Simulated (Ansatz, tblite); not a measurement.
Removing an electron: Si(OH)4 (SiO4H4). The state is a singlet with charge 0. Geometry: PBE-D4/def2-SVP. Ansatz, gas phase; energy differences of separate SCF runs; the oxidised species was run as a doublet alone.

Cartesian coordinates in Å:
```
Si 0.0000 0.0000 0.0001
O 1.3481 0.4676 -0.8591
H 1.8923 1.1263 -0.3929
O -1.0746 -0.5997 -1.1224
H -1.0235 -0.1486 -1.9834
O -0.4863 1.3426 0.8575
H -1.0316 1.1264 1.6343
O 0.2128 -1.2105 1.1243
H 0.1628 -2.1041 0.7417
```

The xTB rows come from tblite. HOMO above LUMO, or a gap near zero within one spin, warns that the state may not be the lowest or that an electron is smeared out.

```csv
level,−HOMO (eV),vertical IE (eV),−LUMO (eV),HOMO–LUMO gap (eV),remarks
GFN1-xTB,13.22,16.65,3.76,9.46,–
GFN2-xTB,12.39,15.69,2.31,10.08,–
PBE-D4/def2-TZVP,7.39,10.65,0.64,6.75,gap within one spin near zero (+1 doublet)
r2SCAN-D4/def2-TZVP,7.80,10.93,-0.05,7.85,gap within one spin near zero (+1 doublet)
PBE0-D4/def2-TZVP,9.17,11.40,-0.28,9.45,–
```

  Raw xTB energy differences between charge states are shifted by several eV; the methods need an empirical correction for them.
